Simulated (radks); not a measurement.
Results of a calculation; reference values are marked as such.
Removal energies from the lanthanum ion La4+, [Kr] 4d10 5s2 5p(1/2: 2, 3/2: 3), by Delta-SCF beside the eigenvalue of the level emptied. Level of theory: Dirac Kohn-Sham, PBE, spin-unpolarised, spherical densities, finite nucleus; Fermi nuclear charge, rms radius of each element as measured or else 0.836 A^(1/3) + 0.57 fm (a radial shooting solver on a logarithmic mesh with Libxc functionals). Sub-shells are occupied by j as written (lower j first in brackets).

removed from                             final configuration  Delta-SCF (eV)  -eigenvalue (eV)
5p3/2                       [Kr] 4d10 5s2 5p(1/2: 2, 3/2: 2)          62.348            56.061
5p1/2                       [Kr] 4d10 5s2 5p(1/2: 1, 3/2: 3)          65.394            58.900
5s1/2                       [Kr] 4d10 5s1 5p(1/2: 2, 3/2: 3)          81.414            74.404
4d5/2         [Kr] 4d(3/2: 4, 5/2: 5) 5s2 5p(1/2: 2, 3/2: 3)          151.76            140.06
